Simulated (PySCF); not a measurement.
vinylene carbonate (C3H2O3), singlet, geometry from GFN2-xTB; R2SCAN/STO-3G in PySCF.

The PySCF input:
```python
from pyscf import gto, scf, dft

mol = gto.Mole()
mol.atom = '''
    O     1.922060   -0.012124    0.370566
    C     0.757860   -0.004780    0.146112
    O     0.042524    1.059866   -0.295200
    C    -1.253009    0.650512   -0.425482
    C    -1.329194   -0.634223   -0.072356
    O    -0.083161   -1.059609    0.287365
    H    -1.972576    1.363476   -0.766955
    H    -2.132750   -1.337580   -0.024536
'''
mol.basis = 'sto-3g'
mol.charge = 0
mol.spin = 0
mol.verbose = 4
mol.symmetry = True
mol.build()

mf = dft.RKS(mol)
mf.xc = 'r2scan'
mf.irrep_nelec = {'A1': 20, 'A2': 2, 'B1': 6, 'B2': 16}
mf.kernel()
mf.analyze()
```

Output, abridged:

```
PySCF version 2.14.0

[INPUT] verbose = 4
[INPUT] num. atoms = 8
[INPUT] num. electrons = 44
[INPUT] charge = 0
[INPUT] spin (= nelec alpha-beta = 2S) = 0
[INPUT] symmetry True subgroup None
[INPUT] Mole.unit = angstrom
[INPUT] Symbol           X                Y                Z      unit          X                Y                Z       unit  Magmom
[...]
nuclear repulsion = 231.082148148008
point group symmetry = C2v
symmetry origin: [8.07434927e-17 6.01276494e-07 4.29483210e-08]
symmetry axis x: [ 0.1805999  -0.27061844 -0.9455947 ]
symmetry axis y: [-0.05708669 -0.96266676  0.26460123]
symmetry axis z: [ 0.98189856 -0.00619392  0.18930624]
num. orbitals of irrep A1 = 15
num. orbitals of irrep A2 = 2
num. orbitals of irrep B1 = 4
num. orbitals of irrep B2 = 11
number of shells = 20
number of NR pGTOs = 96
number of NR cGTOs = 32
basis = sto-3g
ecp = {}

******** <class 'pyscf.dft.rks_symm.SymAdaptedRKS'> ********
method = SymAdaptedRKS
initial guess = minao
damping factor = 0
level_shift factor = 0
DIIS = <class 'pyscf.scf.diis.CDIIS'>
diis_start_cycle = 1
diis_space = 8
diis_damp = 0
SCF conv_tol = 1e-09
SCF conv_tol_grad = None
SCF max_cycles = 50
direct_scf = True
direct_scf_tol = 1e-13
XC library pyscf.dft.libxc version 7.1.2
    S. Lehtola, C. Steigemann, M. J. T. Oliveira, and M. A. L. Marques,  SoftwareX 7, 1–5 (2018)
XC functionals = r2scan
    J. W. Furness, A. D. Kaplan, J. Ning, J. P. Perdew, and J. Sun,  J. Phys. Chem. Lett. 11, 8208–8215 (2020)
    J. W. Furness, A. D. Kaplan, J. Ning, J. P. Perdew, and J. Sun,  J. Phys. Chem. Lett. 11, 9248–9248 (2020)
    J. W. Furness, A. D. Kaplan, J. Ning, J. P. Perdew, and J. Sun,  J. Phys. Chem. Lett. 11, 8208–8215 (2020)
    J. W. Furness, A. D. Kaplan, J. Ning, J. P. Perdew, and J. Sun,  J. Phys. Chem. Lett. 11, 9248–9248 (2020)
radial grids:
    Treutler-Ahlrichs [JCP 102, 346 (1995); DOI:10.1063/1.469408] (M4) radial grids

becke partition: Becke, JCP 88, 2547 (1988); DOI:10.1063/1.454033
pruning grids: <function nwchem_prune>
grids dens level: 3
symmetrized grids: True
atomic radii adjust function: <function treutler_atomic_radii_adjust>
small_rho_cutoff = 0
Freeze 44 electrons in irreps ['A1', 'A2', 'B1', 'B2']
    0 free electrons in irreps
Set gradient conv threshold to 3.16228e-05
Initial guess from minao.
tot grids = 104216
init E= -337.992601650723
HOMO (B2) = 0.24578270106899  LUMO (A1) = -0.412382487107552  gap/eV = -17.90959

WARN: A1 LUMO -0.412382487107552 < system HOMO 0.24578270106899

WARN: A2 HOMO -0.396070885040873 > system LUMO -0.412382487107552

WARN: A2 LUMO 0.0182739150344954 < system HOMO 0.24578270106899

WARN: B1 HOMO -0.23530674956955 > system LUMO -0.412382487107552

WARN: B1 LUMO 0.01868101490609 < system HOMO 0.24578270106899

WARN: B2 HOMO 0.24578270106899 > system LUMO -0.412382487107552

cycle= 1 E= -334.967838058159  delta_E= 3.02  |g|= 0.836  |ddm|= 6.64
HOMO (B2) = 0.246738192578732  LUMO (A2) = -0.0222615720090888  gap/eV = -7.31986

WARN: A1 LUMO -0.0210407538174462 < system HOMO 0.246738192578732

WARN: A2 LUMO -0.0222615720090888 < system HOMO 0.246738192578732

WARN: B2 HOMO 0.246738192578732 > system LUMO -0.0222615720090888

cycle= 2 E= -330.3016350045  delta_E= 4.67  |g|= 3.65  |ddm|= 8.17
HOMO (B2) = 0.316728254562637  LUMO (A1) = -0.290640296631836  gap/eV = -16.52734

WARN: A1 LUMO -0.290640296631836 < system HOMO 0.316728254562637

WARN: A2 HOMO -0.212619229964284 > system LUMO -0.290640296631836

WARN: A2 LUMO 0.0912748930597438 < system HOMO 0.316728254562637

WARN: B1 HOMO -0.106053370114321 > system LUMO -0.290640296631836

WARN: B1 LUMO 0.106721045197535 < system HOMO 0.316728254562637

WARN: B2 HOMO 0.316728254562637 > system LUMO -0.290640296631836

cycle= 3 E= -335.046826579734  delta_E= -4.75  |g|= 0.755  |ddm|= 8.11
HOMO (B2) = 0.328283558005491  LUMO (A1) = -0.297708596512322  gap/eV = -17.03411

WARN: A1 LUMO -0.297708596512322 < system HOMO 0.328283558005491

WARN: A2 HOMO -0.274839897688282 > system LUMO -0.297708596512322

WARN: A2 LUMO 0.089088021255776 < system HOMO 0.328283558005491

WARN: B1 HOMO -0.127442883160819 > system LUMO -0.297708596512322

WARN: B1 LUMO 0.133537734432615 < system HOMO 0.328283558005491

WARN: B2 HOMO 0.328283558005491 > system LUMO -0.297708596512322

cycle= 4 E= -334.319734085175  delta_E= 0.727  |g|= 1.34  |ddm|= 2.94
HOMO (B2) = 0.334568480076451  LUMO (A1) = -0.318014690557295  gap/eV = -17.75769

WARN: A1 LUMO -0.318014690557295 < system HOMO 0.334568480076451

WARN: A2 HOMO -0.258529096426635 > system LUMO -0.318014690557295

WARN: A2 LUMO 0.104074708642175 < system HOMO 0.334568480076451

WARN: B1 HOMO -0.127726320414219 > system LUMO -0.318014690557295

WARN: B1 LUMO 0.116417548535616 < system HOMO 0.334568480076451

WARN: B2 HOMO 0.334568480076451 > system LUMO -0.318014690557295

cycle= 5 E= -335.173673424762  delta_E= -0.854  |g|= 0.335  |ddm|= 3.09
HOMO (B2) = 0.33082729924762  LUMO (A1) = -0.29996789852193  gap/eV = -17.16481

WARN: A1 LUMO -0.29996789852193 < system HOMO 0.33082729924762

WARN: A2 HOMO -0.269984138251167 > system LUMO -0.29996789852193

WARN: A2 LUMO 0.0936590979801145 < system HOMO 0.33082729924762

WARN: B1 HOMO -0.12756244182713 > system LUMO -0.29996789852193

WARN: B1 LUMO 0.12740694379432 < system HOMO 0.33082729924762

WARN: B2 HOMO 0.33082729924762 > system LUMO -0.29996789852193

cycle= 6 E= -334.387071734229  delta_E= 0.787  |g|= 1.28  |ddm|= 3.04
HOMO (B2) = 0.330507025537927  LUMO (A1) = -0.290197465400046  gap/eV = -16.89023

WARN: A1 LUMO -0.290197465400046 < system HOMO 0.330507025537927

WARN: A2 HOMO -0.269389925665463 > system LUMO -0.290197465400046

WARN: A2 LUMO 0.0918974884212289 < system HOMO 0.330507025537927

WARN: B1 HOMO -0.125413126456561 > system LUMO -0.290197465400046

WARN: B1 LUMO 0.130858217896543 < system HOMO 0.330507025537927

WARN: B2 HOMO 0.330507025537927 > system LUMO -0.290197465400046

cycle= 7 E= -334.323702577287  delta_E= 0.0634  |g|= 1.33  |ddm|= 0.212
[...]

WARN: A1 LUMO -0.289970151912011 < system HOMO 0.328133355074538

WARN: A2 HOMO -0.263640134300075 > system LUMO -0.289970151912011

WARN: A2 LUMO 0.09599137473953 < system HOMO 0.328133355074538

WARN: B1 HOMO -0.123488786483601 > system LUMO -0.289970151912011

WARN: B1 LUMO 0.116857102271364 < system HOMO 0.328133355074538

WARN: B2 HOMO 0.328133355074538 > system LUMO -0.289970151912011

cycle= 42 E= -334.405943398159  delta_E= 0.0982  |g|=  1.3  |ddm|= 0.348
HOMO (B2) = 0.332543641419285  LUMO (A1) = -0.286043867989166  gap/eV = -16.83262

WARN: A1 LUMO -0.286043867989166 < system HOMO 0.332543641419285

WARN: A2 HOMO -0.262291976903684 > system LUMO -0.286043867989166

WARN: A2 LUMO 0.0953840596891768 < system HOMO 0.332543641419285

WARN: B1 HOMO -0.119468357871221 > system LUMO -0.286043867989166

WARN: B1 LUMO 0.129662122218515 < system HOMO 0.332543641419285

WARN: B2 HOMO 0.332543641419285 > system LUMO -0.286043867989166

cycle= 43 E= -334.351930250007  delta_E= 0.054  |g|= 1.33  |ddm|= 0.534
HOMO (B2) = 0.380487945496246  LUMO (A1) = -0.189833246170802  gap/eV = -15.51923

WARN: A1 LUMO -0.189833246170802 < system HOMO 0.380487945496246

WARN: A2 HOMO -0.136554424263761 > system LUMO -0.189833246170802

WARN: A2 LUMO 0.216441245417631 < system HOMO 0.380487945496246

WARN: B1 HOMO -0.0761631257963808 > system LUMO -0.189833246170802

WARN: B1 LUMO 0.127035968440101 < system HOMO 0.380487945496246

WARN: B2 HOMO 0.380487945496246 > system LUMO -0.189833246170802

cycle= 44 E= -334.307054328686  delta_E= 0.0449  |g|= 1.31  |ddm|= 4.88
HOMO (B2) = 0.3501925295602  LUMO (A1) = -0.298954733304678  gap/eV = -17.66420

WARN: A1 LUMO -0.298954733304678 < system HOMO 0.3501925295602

WARN: A2 HOMO -0.245438491808227 > system LUMO -0.298954733304678

WARN: A2 LUMO 0.120791059691341 < system HOMO 0.3501925295602

WARN: B1 HOMO -0.117797305707761 > system LUMO -0.298954733304678

WARN: B1 LUMO 0.128444073260575 < system HOMO 0.3501925295602

WARN: B2 HOMO 0.3501925295602 > system LUMO -0.298954733304678

cycle= 45 E= -335.145779435802  delta_E= -0.839  |g|= 0.432  |ddm|= 3.47
HOMO (B2) = 0.325236304181748  LUMO (A1) = -0.284307550073826  gap/eV = -16.58653

WARN: A1 LUMO -0.284307550073826 < system HOMO 0.325236304181748

WARN: A2 HOMO -0.264252801862235 > system LUMO -0.284307550073826

WARN: A2 LUMO 0.089190701666142 < system HOMO 0.325236304181748

WARN: B1 HOMO -0.124017143739525 > system LUMO -0.284307550073826

WARN: B1 LUMO 0.121385960587016 < system HOMO 0.325236304181748

WARN: B2 HOMO 0.325236304181748 > system LUMO -0.284307550073826

cycle= 46 E= -334.338987918189  delta_E= 0.807  |g|= 1.34  |ddm|=    3
HOMO (B2) = 0.327588980610195  LUMO (A1) = -0.282885486713841  gap/eV = -16.61186

WARN: A1 LUMO -0.282885486713841 < system HOMO 0.327588980610195

WARN: A2 HOMO -0.260246564793724 > system LUMO -0.282885486713841

WARN: A2 LUMO 0.0910332323385096 < system HOMO 0.327588980610195

WARN: B1 HOMO -0.121342803383089 > system LUMO -0.282885486713841

WARN: B1 LUMO 0.122937411583816 < system HOMO 0.327588980610195

WARN: B2 HOMO 0.327588980610195 > system LUMO -0.282885486713841

cycle= 47 E= -334.346020985436  delta_E= -0.00703  |g|= 1.34  |ddm|= 0.0747
HOMO (B2) = 0.324782837765449  LUMO (A1) = -0.286239540775708  gap/eV = -16.62677

WARN: A1 LUMO -0.286239540775708 < system HOMO 0.324782837765449

WARN: A2 HOMO -0.26564009946879 > system LUMO -0.286239540775708

WARN: A2 LUMO 0.0883851715111388 < system HOMO 0.324782837765449

WARN: B1 HOMO -0.125474645957364 > system LUMO -0.286239540775708

WARN: B1 LUMO 0.118878130017982 < system HOMO 0.324782837765449

WARN: B2 HOMO 0.324782837765449 > system LUMO -0.286239540775708

cycle= 48 E= -334.349738144024  delta_E= -0.00372  |g|= 1.34  |ddm|= 0.172
HOMO (B2) = 0.327295283140724  LUMO (A1) = -0.295060479342156  gap/eV = -16.93516

WARN: A1 LUMO -0.295060479342156 < system HOMO 0.327295283140724

WARN: A2 HOMO -0.266570608064337 > system LUMO -0.295060479342156

WARN: A2 LUMO 0.0957348577512877 < system HOMO 0.327295283140724

WARN: B1 HOMO -0.125389685774883 > system LUMO -0.295060479342156

WARN: B1 LUMO 0.116108048236338 < system HOMO 0.327295283140724

WARN: B2 HOMO 0.327295283140724 > system LUMO -0.295060479342156

cycle= 49 E= -334.419981933455  delta_E= -0.0702  |g|= 1.28  |ddm|= 0.268
HOMO (B2) = 0.327215371731825  LUMO (A1) = -0.295997725964023  gap/eV = -16.95849

WARN: A1 LUMO -0.295997725964023 < system HOMO 0.327215371731825

WARN: A2 HOMO -0.266575410655239 > system LUMO -0.295997725964023

WARN: A2 LUMO 0.0958900201185284 < system HOMO 0.327215371731825

WARN: B1 HOMO -0.125688179566833 > system LUMO -0.295997725964023

WARN: B1 LUMO 0.115532949587971 < system HOMO 0.327215371731825

WARN: B2 HOMO 0.327215371731825 > system LUMO -0.295997725964023

cycle= 50 E= -334.427578279709  delta_E= -0.0076  |g|= 1.27  |ddm|= 0.0236
SCF not converged.
SCF energy = -334.427578279709
**** SCF Summaries ****
Total Energy =                        -334.427578279708712
Nuclear Repulsion Energy =             231.082148148007548
One-electron Energy =                 -918.668238087469035
Two-electron Energy =                  353.158511659752719
Two-electron Coulomb Energy =          395.876302192804587
DFT Exchange-Correlation Energy =      -42.717790533051868
HOMO-LUMO gap [eV] =                   -16.958492174121705
Wave-function symmetry = A1
occupancy for each irrep:     A1   A2   B1   B2
                              10    1    3    8
**** MO energy ****
[...]
 ** Mulliken pop on meta-lowdin orthogonal AOs  **
 ** Mulliken pop  **
[...]
 ** Mulliken atomic charges  **
charge of    0O =      1.30165
charge of    1C =      0.09372
charge of    2O =     -0.29210
charge of    3C =     -0.32434
charge of    4C =     -0.32434
charge of    5O =     -0.29210
charge of    6H =     -0.08125
charge of    7H =     -0.08125
Dipole moment(X, Y, Z, Debye): 18.73801, -0.11820,  3.61262
```

Convergence was not reached.
